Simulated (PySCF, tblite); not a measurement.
Compound: C₄H₉NO₂Si₂.
SMILES with atom numbers: `[O:1]=[C:2]([OH:3])[C:4]#[C:5][CH2:6][N:7]([SiH3:8])[SiH3:9]` (hydrogens: H10 on O3; H11, H12 on C6; H13, H14, H15 on Si8; H16, H17, H18 on Si9)

Cartesian coordinates in Å at the GFN2-xTB level; atoms count from 1:
```xyz
18
C4H9NO2Si2 angstrom
O      2.8483    2.4067   -1.3339
C      2.8952    1.3284   -0.8014
O      3.9924    0.5569   -0.7927
C      1.7987    0.7103   -0.1099
C      0.8622    0.2419    0.4845
C     -0.3292   -0.3349    1.0702
N     -1.3610   -0.5314    0.0683
Si    -1.2045   -1.9613   -0.9101
Si    -2.2921    0.8801   -0.3510
H      4.7124    1.0014   -1.2671
H     -0.6948    0.3399    1.8524
H     -0.0720   -1.2943    1.5328
H     -0.0941   -1.8641   -1.8629
H     -2.4827   -2.1221   -1.5899
H     -0.9441   -3.0520    0.0354
H     -1.4974    1.8640   -1.0893
H     -3.4145    0.3895   -1.1406
H     -2.7314    1.4472    0.9288
```

Computed with PBE0/pcSseg-1 in PySCF (dipole) on a GFN2-xTB geometry, gas phase.

Take the most abundant isotopes and a rigid rotor. The values belong to one conformer with, in the numbering `[O:1]=[C:2]([OH:3])[C:4]#[C:5][CH2:6][N:7]([SiH3:8])[SiH3:9]`, O1–C2–O3–H 0°, C5–C6–N7–Si8 81°.

(1) What are A, B and C (GHz)?

(2) Classify the top.

(3) Is it planar, by Δ = Ic − Ia − Ib?

(4) List the rotational levels J(Ka,Kc) to J = 3 (MHz).

(5) Which types of transition are allowed, and where do some lines up to J = 3 fall?

## Answers

(1) Ia = 268.72, Ib = 952.40, Ic = 1072.46 u·Å²; 505379 MHz·u·Å²/I gives 1881, 530.6 and 471.2 MHz, that is A = 1.8807, B = 0.5306, C = 0.4712 GHz.

(2) A near-prolate asymmetric top: κ = (2 × 530.6 − 1881 − 471.2)/(1881 − 471.2) = -0.92.

(3) Not planar: Δ = Ic − Ia − Ib = -148.66 u·Å². For a rigid frame Δ = −2 Σ m c², so Σ m c² = 74.33 u·Å² lies off the ab plane: 15.84 from hydrogen and 58.49 from heavier atoms. The atom farthest from that plane is 2.13 Å away.

(4) Above 0(0,0):
J = 1: 1(0,1) 1002, 1(1,1) 2352, 1(1,0) 2411
J = 2: 2(0,2) 3004, 2(1,2) 4296, 2(1,1) 4474, 2(2,1) 8525, 2(2,0) 8527
J = 3: 3(0,3) 6002, 3(1,3) 7212, 3(1,2) 7568, 3(2,2) 11530, 3(2,1) 11540, 3(3,1) 18430, 3(3,0) 18430
Those of J = 1 are B + C, A + C and A + B.

(5) The dipole components are |μa| = 0.86 D, |μb| = 1.40 D, |μc| = 0.84 D. The squared components, which scale the intensities, stand as 0.38 : 1.00 : 0.36 (a : b : c). Some lines, for components of 0.1 D or more:

| type | branch | J(Ka,Kc) | MHz | lower level (cm⁻¹) |
| --- | --- | --- | --- | --- |
| a | Q | 3(1,2) ← 3(1,3) | 356 | 0.241 |
| c | Q | 2(1,2) ← 2(0,2) | 1293 | 0.100 |
| c | Q | 1(1,1) ← 1(0,1) | 1350 | 0.033 |
| b | Q | 1(1,0) ← 1(0,1) | 1409 | 0.033 |
| b | Q | 2(1,1) ← 2(0,2) | 1471 | 0.100 |
| b | Q | 3(1,2) ← 3(0,3) | 1566 | 0.200 |
| b | R | 3(0,3) ← 2(1,2) | 1705 | 0.143 |
| a | R | 2(1,2) ← 1(1,1) | 1944 | 0.078 |
| a | R | 2(1,1) ← 1(1,0) | 2063 | 0.080 |
| c | R | 1(1,0) ← 0(0,0) | 2411 | 0.000 |
| a | R | 3(1,3) ← 2(1,2) | 2915 | 0.143 |
| a | R | 3(2,1) ← 2(2,0) | 3013 | 0.284 |
| a | R | 3(1,2) ← 2(1,1) | 3093 | 0.149 |
| c | R | 2(1,1) ← 1(0,1) | 3473 | 0.033 |
| c | Q | 3(2,2) ← 3(1,2) | 3962 | 0.252 |
| b | Q | 3(2,1) ← 3(1,2) | 3972 | 0.252 |
| c | Q | 2(2,1) ← 2(1,1) | 4050 | 0.149 |
| b | Q | 2(2,0) ← 2(1,1) | 4052 | 0.149 |
| b | Q | 2(2,1) ← 2(1,2) | 4228 | 0.143 |
| b | Q | 3(2,2) ← 3(1,3) | 4319 | 0.241 |
| c | R | 3(1,2) ← 2(0,2) | 4564 | 0.100 |
| b | R | 2(2,1) ← 1(1,0) | 6113 | 0.080 |
| b | R | 2(2,0) ← 1(1,1) | 6175 | 0.078 |
| c | Q | 3(3,1) ← 3(2,1) | 6890 | 0.385 |
| b | R | 3(2,2) ← 2(1,1) | 7056 | 0.149 |
| c | R | 3(2,1) ← 2(1,1) | 7065 | 0.149 |
| b | R | 3(2,1) ← 2(1,2) | 7244 | 0.143 |
| c | R | 3(3,1) ← 2(2,1) | 9906 | 0.284 |

Its lowest GFN2-xTB frequency is 9i cm⁻¹, too small to tell a flat minimum from a shallow saddle. These are rigid-rotor constants of the computed structure; measured ground-state constants (B0) also hold zero-point vibration. A rigid rotor knows nothing of internal rotation, which can split or shift real lines. Quadrupole hyperfine structure (14N) is left out.
